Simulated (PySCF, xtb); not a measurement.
Intermolecular potential of H3N ··· CH5N (SMILES N and CN). Monomers: optimised at B3LYP-D3(BJ) (def2-TZVP), held rigid. Orientation: lowest of the rigid-body minima from ten starts at GFN2-xTB. The monomers approach along the line of their centres of mass (distance R); nothing else relaxes. The table gives interaction energies.

```
R / Å      A      B      C
-----  -----  -----  -----
2.81    8.00   5.50  -0.53
2.97    1.50   0.64  -5.37
3.19   -2.69  -2.18  -7.74
3.37   -3.89  -2.79  -7.79
3.54   -4.15  -2.71  -7.17
3.79   -3.87  -2.16  -5.92
4.10   -3.20  -1.38  -4.44
4.36   -2.58  -0.91  -3.37
4.85   -1.48  -0.44  -1.78
5.55   -0.60  -0.21  -0.67
6.53   -0.27  -0.10  -0.29
7.84   -0.13  -0.05  -0.14
```

Energies in kcal/mol.

### Question
Assign the columns to these levels of theory: GFN1-xTB (xtb 6.7.1); restricted B3LYP/6-31G*, spherical d, no counterpoise correction run with PySCF; restricted LDA (SVWN5)/6-31G*, spherical d, no counterpoise correction run with PySCF 2.14.0.

### Answer
A is RKS-B3LYP/6-31G*; B is GFN1-xTB; C is RKS-LDA (SVWN5)/6-31G*.
